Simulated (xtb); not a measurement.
tosylate (C7H7O3S), SMILES c1(C)ccc(cc1)S([O-])(=O)=O, charge -1. All values are semi-empirical tight-binding results from xtb (GFN2-xTB unless named), good for trends rather than for accurate numbers. The structure is a stationary point at GFN2-xTB. One conformer was computed; it need not be the lowest.

Computed properties:
```
Quantity                                           Value
----------------------------------------  --------------
point group as xtb finds it                           Cs
orbital gap                                      3.09 eV
zero-point energy                          79.3 kcal/mol
G − E(el) at 298.15 K (modified RRHO)      55.8 kcal/mol
static polarisability (D4 model)             115.7 bohr³
solvation energy, GFN2-xTB/ALPB(water)    -75.0 kcal/mol
solvation energy, GFN2-xTB/ALPB(benzene)  -54.6 kcal/mol
```
